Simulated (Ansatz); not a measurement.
`[SH][Zr]([Cl])([Cl])[Cl]` + H–F → `[F][Zr]([Cl])([Cl])[Cl]` + H₂S at 400 K and 1 bar (ligand exchange at a Zr–S bond).

Program: Ansatz. Geometries: PBE0-D4/def2-TZVP. ΔE: electronic, gas phase. CCSD(T)/CBS adds triple-zeta CCSD(T) − MP2 to the extrapolated MP2 energy (def2 sets, frozen cores). This one scheme is used for every species. Elements past krypton have def2 core potentials. For Zr outer-core shells are correlated without core-valence functions, which leaves a few kJ/mol of doubt a bond. One conformer a species, not always the lowest.

```json
{"species": "`[SH][Zr]([Cl])([Cl])[Cl]`", "CCSD(T)/CBS energy (Eh)": "-1824.98006", "H − E (kJ/mol)": "69.2", "S (J/(mol·K))": "442.9"}
{"species": "H–F", "CCSD(T)/CBS energy (Eh)": "-100.39570", "H − E (kJ/mol)": "36.5", "S (J/(mol·K))": "182.2"}
{"species": "`[F][Zr]([Cl])([Cl])[Cl]`", "CCSD(T)/CBS energy (Eh)": "-1526.43176", "H − E (kJ/mol)": "46.9", "S (J/(mol·K))": "397.3"}
{"species": "H₂S", "CCSD(T)/CBS energy (Eh)": "-398.97279", "H − E (kJ/mol)": "53.4", "S (J/(mol·K))": "215.9"}
```

H − E and S are ideal-gas, rigid-rotor, harmonic terms from PBE0-D4/def2-TZVP, for one conformer and one mirror image of each species. 1 Eh = 2625.50 kJ/mol, R = 8.31446 J/(mol·K).

Q: By hand: ΔE, ΔH, ΔS and ΔG.

A: ΔE = (-1526.43176) + (-398.97279) − (-1824.98006) − (-100.39570) = -0.02879 Eh = -75.6 kJ/mol. Δ(H − E) = 46.9 + 53.4 − 69.2 − 36.5 = -5.4, so ΔH = -81.0 kJ/mol. ΔS = 397.3 + 215.9 − 442.9 − 182.2 = -11.9 J/(mol·K). ΔG = -81.0 − 400 × (-11.9)/1000 = -76.2 kJ/mol.

Q: By hand: the equilibrium constant, and the temperature at which ΔG would vanish if ΔH and ΔS stayed fixed.

A: log₁₀ K = −ΔG/(RT ln 10) = 10.0. ΔG = 0 at ΔH/ΔS = 6807 K, far beyond where these terms or the molecules hold.

The number of gas molecules stays the same, so ΔS is small and ΔH decides. A doubt of 5 kJ/mol in ΔE shifts log₁₀ K by 0.7 here. Other conformers and mirror images would add mixing entropy, several J/(mol·K) or more a flexible species. These are equilibria of isolated gas molecules and say nothing of rates. Largest T1 diagnostic: 0.016 (customary marks: 0.02 for closed shells, 0.045 for open ones).
